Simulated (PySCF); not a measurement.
Excitations are Tamm–Dancoff values on a coarser integration grid. The basis has no diffuse functions, so Rydberg states are missing or too high.

**C4H8O, SMILES `CC(C)C=O` (C–C–C–O torsion 119°) (charge 0, multiplicity 1)**

These are TPSSh-D3(BJ)/def2-TZVP // PBE0-D3(BJ)/def2-TZVP (PySCF 2.14.0) values and carry that method's errors.

| Quantity | Result |
|---|---|
| HOMO | -6.43 eV |
| dipole moment | 2.86 D |
| LUMO | -1.14 eV |
| HOMO–LUMO gap | 5.29 eV |
| S1 excitation (TDA) | 4.40 eV |
| S1 oscillator strength | 0.000 |
| brightest of the four lowest singlets (TDA) | 7.67 eV |
| T1 excitation (TDA) | 3.72 eV |
| S1–T1 gap (TDA) | 0.67 eV |
| total energy | -232.5697 Ha |
| cost | roughly 8 core-minutes |

```xyz
13

C      1.3779    -0.2178     0.0439
C     -0.0548    -0.0144    -0.4381
C     -0.7121     1.1726     0.2586
C     -0.8505    -1.2565    -0.1467
O     -1.3928    -1.9467    -0.9639
H      1.4028    -0.4306     1.1170
H      1.9670     0.6857    -0.1279
H      1.8634    -1.0452    -0.4775
H     -0.0696     0.1306    -1.5216
H     -1.7263     1.3423    -0.1087
H     -0.7642     1.0115     1.3396
H     -0.1311     2.0813     0.0870
H     -0.9096    -1.5128     0.9383
```
